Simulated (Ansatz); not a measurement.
Ansatz (a first-principles code) input (B3LYP-D3(BJ)/def2-TZVP):

Ansatz 0.2 input:
```yaml
crystal:
  periodic: [false, false, false]
  atoms:
    - {symbol: C, position_ang: [-3.33168738, 0.10863495, -0.17743904]}
    - {symbol: C, position_ang: [-2.05432286, -0.31487867, 0.41895313]}
    - {symbol: C, position_ang: [-0.83903006, 0.22328732, -0.34159595]}
    - {symbol: C, position_ang: [0.47176105, -0.20493992, 0.31369859]}
    - {symbol: C, position_ang: [1.70082173, 0.29421097, -0.43469882]}
    - {symbol: C, position_ang: [2.99708192, -0.23621271, 0.15250960]}
    - {symbol: Cl, position_ang: [1.74337077, 2.09022698, -0.37803635]}
    - {symbol: H, position_ang: [-3.40761338, 1.05190483, -0.68130639]}
    - {symbol: H, position_ang: [-4.22036541, -0.47432243, -0.04046906]}
    - {symbol: H, position_ang: [-2.01019747, -1.40783101, 0.47231010]}
    - {symbol: H, position_ang: [-1.98627147, 0.04309450, 1.46065637]}
    - {symbol: H, position_ang: [-0.88978648, 1.31248765, -0.37472203]}
    - {symbol: H, position_ang: [-0.86896229, -0.14473566, -1.36964875]}
    - {symbol: H, position_ang: [0.52099410, -1.29685640, 0.34530327]}
    - {symbol: H, position_ang: [0.50564643, 0.16267396, 1.34180205]}
    - {symbol: H, position_ang: [1.62824218, 0.04054638, -1.49589612]}
    - {symbol: H, position_ang: [3.85362697, 0.16944128, -0.38027764]}
    - {symbol: H, position_ang: [3.07892613, 0.03929001, 1.20145073]}
    - {symbol: H, position_ang: [3.01884794, -1.32124463, 0.07210654]}
basis:
  gaussian:
    orbitals: def2-TZVP
hamiltonian:
  xc: b3lyp
  dispersion: d3bj
magnetization: {spin_polarized: true, initial_magnetization: 1}
relax: {f_tol: 0.002, max_steps: 150}
```

Output:

```
Functional definition: B3LYP
integrals: 0.31 GiB planned
1871 factors; their error is unknown
0.37 GiB of the device are held for the grids
2.02 GiB of device memory are held for the factors and their scratch space
mean field: 2.41 GiB planned
mean field evaluation 1: about -18926.1918 eV, gradient 5.9e1 eV
mean field evaluation 2: about -18913.8830 eV, gradient 7.5e1 eV
mean field evaluation 4: about -18942.6195 eV, gradient 5.0e0 eV
mean field evaluation 8: about -18942.7377 eV, gradient 7.6e-2 eV
mean field evaluation 16: about -18942.7187 eV, gradient 5.5e-4 eV
mean field -18942.71870555 eV, -696.1320725932 hartree, gradient 8.2e-5 eV, S^2 0.753899; 0 other end points of the search recorded, 0 dependent functions left out
the calculation of the forces begins
reference -18942.71905326 eV, -696.1320853711 hartree; 33, 32 occupied and 262, 263 virtual orbitals, 1871 factors
relax step   1: F+E_penalty+E_count = -18943.48776981 eV  Δ(F+E_penalty+E_count) = +0.000e0 eV  max|allowed force component| = 5.479e-1 eV/Å  Δτ_max = 0.0000 Å  (32 SCF iters, accepted)
these checks for a lower state are left out or cut short: starts, cluster_reference, orbital_swaps, neighbouring_geometries, increment
integrals: 0.30 GiB planned
1871 factors; their error is unknown
0.36 GiB of the device are held for the grids
2.01 GiB of device memory are held for the factors and their scratch space
mean field: 2.40 GiB planned
mean field -18942.74924790 eV, -696.1331950036 hartree, gradient 1.8e-5 eV, S^2 0.753949; 0 other end points of the search recorded, 0 dependent functions left out
the calculation of the forces begins
reference -18942.74959834 eV, -696.1332078820 hartree; 33, 32 occupied and 262, 263 virtual orbitals, 1871 factors
relax step   2: F+E_penalty+E_count = -18943.51046242 eV  Δ(F+E_penalty+E_count) = -2.269e-2 eV  max|allowed force component| = 4.014e-1 eV/Å  Δτ_max = 0.0656 Å  (33 SCF iters, accepted)
these checks for a lower state are left out or cut short: starts, cluster_reference, orbital_swaps, neighbouring_geometries, increment
integrals: 0.30 GiB planned
1871 factors; their error is unknown
0.37 GiB of the device are held for the grids
2.01 GiB of device memory are held for the factors and their scratch space
mean field: 2.40 GiB planned
mean field evaluation 32: about -18942.7535 eV, gradient 1.5e-5 eV
mean field -18942.75353863 eV, -696.1333526851 hartree, gradient 1.5e-5 eV, S^2 0.753963; 0 other end points of the search recorded, 0 dependent functions left out
the calculation of the forces begins
reference -18942.75388902 eV, -696.1333655617 hartree; 33, 32 occupied and 262, 263 virtual orbitals, 1871 factors
relax step   3: F+E_penalty+E_count = -18943.51543143 eV  Δ(F+E_penalty+E_count) = -4.969e-3 eV  max|allowed force component| = 2.558e-1 eV/Å  Δτ_max = 0.0112 Å  (35 SCF iters, accepted)
these checks for a lower state are left out or cut short: starts, cluster_reference, orbital_swaps, neighbouring_geometries, increment
integrals: 0.30 GiB planned
1871 factors; their error is unknown
0.37 GiB of the device are held for the grids
2.01 GiB of device memory are held for the factors and their scratch space
mean field: 2.40 GiB planned
mean field -18942.75412560 eV, -696.1333742558 hartree, gradient 1.1e-5 eV, S^2 0.753923; 0 other end points of the search recorded, 0 dependent functions left out
the calculation of the forces begins
reference -18942.75447592 eV, -696.1333871300 hartree; 33, 32 occupied and 262, 263 virtual orbitals, 1871 factors
relax step   4: F+E_penalty+E_count = -18943.51620102 eV  Δ(F+E_penalty+E_count) = -7.696e-4 eV  max|allowed force component| = 6.723e-2 eV/Å  Δτ_max = 0.0714 Å  (35 SCF iters, accepted)
these checks for a lower state are left out or cut short: starts, cluster_reference, orbital_swaps, neighbouring_geometries, increment
integrals: 0.31 GiB planned
1871 factors; their error is unknown
0.36 GiB of the device are held for the grids
2.01 GiB of device memory are held for the factors and their scratch space
mean field: 2.40 GiB planned
mean field -18942.75500224 eV, -696.1334064719 hartree, gradient 1.6e-5 eV, S^2 0.753970; 0 other end points of the search recorded, 0 dependent functions left out
the calculation of the forces begins
reference -18942.75535251 eV, -696.1334193441 hartree; 33, 32 occupied and 262, 263 virtual orbitals, 1871 factors
relax step   5: F+E_penalty+E_count = -18943.51711791 eV  Δ(F+E_penalty+E_count) = -9.169e-4 eV  max|allowed force component| = 2.773e-2 eV/Å  Δτ_max = 0.0286 Å  (34 SCF iters, accepted)
these checks for a lower state are left out or cut short: starts, cluster_reference, orbital_swaps, neighbouring_geometries, increment
integrals: 0.31 GiB planned
1871 factors; their error is unknown
0.37 GiB of the device are held for the grids
2.01 GiB of device memory are held for the factors and their scratch space
mean field: 2.40 GiB planned
mean field -18942.75507603 eV, -696.1334091835 hartree, gradient 1.5e-5 eV, S^2 0.753965; 0 other end points of the search recorded, 0 dependent functions left out
the calculation of the forces begins
reference -18942.75542629 eV, -696.1334220553 hartree; 33, 32 occupied and 262, 263 virtual orbitals, 1871 factors
relax step   6: F+E_penalty+E_count = -18943.51719706 eV  Δ(F+E_penalty+E_count) = -7.915e-5 eV  max|allowed force component| = 1.229e-2 eV/Å  Δτ_max = 0.0059 Å  (36 SCF iters, accepted)
these checks for a lower state are left out or cut short: starts, cluster_reference, orbital_swaps, neighbouring_geometries, increment
integrals: 0.31 GiB planned
1871 factors; their error is unknown
0.36 GiB of the device are held for the grids
2.01 GiB of device memory are held for the factors and their scratch space
mean field: 2.40 GiB planned
mean field -18942.75506444 eV, -696.1334087576 hartree, gradient 1.5e-5 eV, S^2 0.753964; 0 other end points of the search recorded, 0 dependent functions left out
the calculation of the forces begins
reference -18942.75541469 eV, -696.1334216291 hartree; 33, 32 occupied and 262, 263 virtual orbitals, 1871 factors
relax step   7: F+E_penalty+E_count = -18943.51722320 eV  Δ(F+E_penalty+E_count) = -2.614e-5 eV  max|allowed force component| = 3.382e-3 eV/Å  Δτ_max = 0.0071 Å  (36 SCF iters, accepted)
these checks for a lower state are left out or cut short: starts, cluster_reference, orbital_swaps, neighbouring_geometries, increment
integrals: 0.31 GiB planned
1871 factors; their error is unknown
0.36 GiB of the device are held for the grids
2.01 GiB of device memory are held for the factors and their scratch space
mean field: 2.40 GiB planned
mean field evaluation 64: about -18942.7542 eV, gradient 5.1e-1 eV
mean field -18942.75504894 eV, -696.1334081879 hartree, gradient 1.5e-5 eV, S^2 0.753964; 0 other end points of the search recorded, 0 dependent functions left out
the calculation of the forces begins
reference -18942.75539918 eV, -696.1334210593 hartree; 33, 32 occupied and 262, 263 virtual orbitals, 1871 factors
relax step   8: F+E_penalty+E_count = -18943.51723192 eV  Δ(F+E_penalty+E_count) = -8.723e-6 eV  max|allowed force component| = 6.138e-3 eV/Å  Δτ_max = 0.0067 Å  (35 SCF iters, accepted)
these checks for a lower state are left out or cut short: starts, cluster_reference, orbital_swaps, neighbouring_geometries, increment
integrals: 0.31 GiB planned
1871 factors; their error is unknown
0.36 GiB of the device are held for the grids
2.01 GiB of device memory are held for the factors and their scratch space
mean field: 2.40 GiB planned
mean field -18942.75503630 eV, -696.1334077236 hartree, gradient 1.5e-5 eV, S^2 0.753964; 0 other end points of the search recorded, 0 dependent functions left out
the calculation of the forces begins
reference -18942.75538655 eV, -696.1334205949 hartree; 33, 32 occupied and 262, 263 virtual orbitals, 1871 factors
relax step   9: F+E_penalty+E_count = -18943.51723561 eV  Δ(F+E_penalty+E_count) = -3.683e-6 eV  max|allowed force component| = 4.624e-3 eV/Å  Δτ_max = 0.0055 Å  (36 SCF iters, accepted)
these checks for a lower state are left out or cut short: starts, cluster_reference, orbital_swaps, neighbouring_geometries, increment
integrals: 0.31 GiB planned
1871 factors; their error is unknown
0.36 GiB of the device are held for the grids
2.01 GiB of device memory are held for the factors and their scratch space
mean field: 2.40 GiB planned
mean field -18942.75504776 eV, -696.1334081445 hartree, gradient 1.5e-5 eV, S^2 0.753965; 0 other end points of the search recorded, 0 dependent functions left out
the calculation of the forces begins
reference -18942.75539800 eV, -696.1334210158 hartree; 33, 32 occupied and 262, 263 virtual orbitals, 1871 factors
relax step  10: F+E_penalty+E_count = -18943.51723717 eV  Δ(F+E_penalty+E_count) = -1.562e-6 eV  max|allowed force component| = 1.251e-3 eV/Å  Δτ_max = 0.0046 Å  (36 SCF iters, accepted)
integrals: 0.31 GiB planned
1871 factors; their error is unknown
0.36 GiB of the device are held for the grids
2.01 GiB of device memory are held for the factors and their scratch space
mean field: 2.40 GiB planned
mean field evaluation 96: about -18942.7735 eV, gradient 3.3e-1 eV
mean field -18942.75504776 eV, -696.1334081445 hartree, gradient 1.5e-5 eV, S^2 0.753965; 1 other end points of the search recorded, 0 dependent functions left out
the calculation of the forces begins
reference -18942.75539800 eV, -696.1334210158 hartree; 33, 32 occupied and 262, 263 virtual orbitals, 1871 factors
Total energy: -18943.51758741 eV, -696.1614309601 hartree
Atom 0 at    -3.359006     0.092321    -0.178819 Å, force     0.001098     0.000884    -0.000557 eV/Å
Atom 1 at    -2.060689    -0.322015     0.408149 Å, force     0.000336     0.000183     0.000549 eV/Å
Atom 2 at    -0.844736     0.227368    -0.340571 Å, force     0.000509     0.000415    -0.000244 eV/Å
Atom 3 at     0.475145    -0.184560     0.300165 Å, force    -0.000401     0.000174     0.000421 eV/Å
Atom 4 at     1.718830     0.300635    -0.425682 Å, force     0.000156     0.000315    -0.001251 eV/Å
Atom 5 at     3.006616    -0.244256     0.159262 Å, force     0.000214    -0.000664     0.000162 eV/Å
Atom 6 at     1.787833     2.129597    -0.393193 Å, force    -0.000941    -0.000391     0.000245 eV/Å
Atom 7 at    -3.443270     1.019098    -0.730995 Å, force    -0.000435    -0.000338     0.000108 eV/Å
Atom 8 at    -4.268003    -0.450892     0.039222 Å, force    -0.000811    -0.000407     0.000174 eV/Å
Atom 9 at    -2.005958    -1.416201     0.459100 Å, force     0.000025    -0.000254     0.000080 eV/Å
Atom 10 at    -2.000506     0.010995     1.458458 Å, force    -0.000099    -0.000160    -0.000147 eV/Å
Atom 11 at    -0.906069     1.317092    -0.378161 Å, force    -0.000015     0.000236    -0.000127 eV/Å
Atom 12 at    -0.872222    -0.121897    -1.377569 Å, force    -0.000127    -0.000194    -0.000108 eV/Å
Atom 13 at     0.535148    -1.278937     0.332611 Å, force     0.000315     0.000215     0.000056 eV/Å
Atom 14 at     0.515588     0.160127     1.337693 Å, force    -0.000082     0.000051     0.000141 eV/Å
Atom 15 at     1.651063     0.062382    -1.486889 Å, force     0.000128     0.000257     0.000469 eV/Å
Atom 16 at     3.875031     0.137030    -0.375967 Å, force    -0.000024    -0.000142    -0.000010 eV/Å
Atom 17 at     3.099915     0.031805     1.210344 Å, force    -0.000029    -0.000047     0.000082 eV/Å
Atom 18 at     3.006373    -1.334913     0.087544 Å, force     0.000186    -0.000131    -0.000042 eV/Å
Dipole moment:     0.010978    -0.445432     0.056604 e Å
```

It need not be the lowest isomer of its formula.
